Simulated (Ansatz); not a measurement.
Ansatz (an electronic-structure program) input (CCSD(T)/def2-SVPD):

Ansatz 0.2 input:
```yaml
crystal:
  periodic: [false, false, false]
  atoms:
    - {symbol: Te, position_ang: [-0.00070909, 0.04327509, 0.00226130]}
    - {symbol: H, position_ang: [-1.16040669, -1.14501690, -0.04830027]}
    - {symbol: H, position_ang: [1.19727946, -1.10528797, -0.06928709]}
basis:
  gaussian:
    orbitals: def2-SVPD
magnetization: {spin_polarized: false}
correlation: {method: ccsd_t, electrons: outside_noble_gas}
output: {forces: true}
```

Output:

```
Functional definition: HF
integrals: 0.02 GiB planned
602 factors; integrals over basis functions are off by at most 4.1e-4 eV
mean field: 0.10 GiB planned
mean field evaluation 1: about -7296.0861 eV, gradient 8.4e0 eV
mean field evaluation 2: about -7296.0881 eV, gradient 8.4e0 eV
mean field evaluation 4: about -7296.4991 eV, gradient 8.6e-1 eV
mean field evaluation 8: about -7296.5053 eV, gradient 9.5e-4 eV
mean field evaluation 16: about -7296.5053 eV, gradient 6.5e-6 eV
mean field -7296.50533363 eV, -268.1416252620 hartree, gradient 6.5e-6 eV, S^2 0.000000; 0 other end points of the search recorded, 0 dependent functions left out
9 core orbitals not correlated
reference -7296.50533363 eV, -268.1416252620 hartree; 4, 4 occupied and 38, 38 virtual orbitals, 602 factors
densities: 0.10 GiB planned
second order -3.17342307 eV of doubles, -0.00000000 eV of singles
coupled cluster: 0.08 GiB planned
cycle   1  -3.61673768 eV  change   -4.4e-1 eV  update   5.5e-2
cycle   2  -3.77754201 eV  change   -1.6e-1 eV  update   1.9e-2
cycle   3  -3.78733843 eV  change   -9.8e-3 eV  update   4.9e-3
cycle   4  -3.78701820 eV  change    3.2e-4 eV  update   1.6e-3
cycle   5  -3.78673657 eV  change    2.8e-4 eV  update   4.5e-4
cycle   6  -3.78669894 eV  change    3.8e-5 eV  update   1.2e-4
cycle   7  -3.78671245 eV  change   -1.4e-5 eV  update   3.7e-5
cycle   8  -3.78671399 eV  change   -1.5e-6 eV  update   1.0e-5
cycle   9  -3.78671237 eV  change    1.6e-6 eV  update   2.1e-6
perturbative correction -0.09902689 eV, -0.0036391712 hartree
the calculation of the forces begins
Total energy: -7300.39107290 eV, -268.2844235461 hartree
Atom 0 at    -0.000709     0.043275     0.002261 Å, force    -0.002522     0.153910     0.008042 eV/Å
Atom 1 at    -1.160407    -1.145017    -0.048300 Å, force    -0.066368    -0.078094    -0.003419 eV/Å
Atom 2 at     1.197279    -1.105288    -0.069287 Å, force     0.068890    -0.075815    -0.004623 eV/Å
Dipole moment:     0.000412    -0.025124    -0.001313 e Å
```
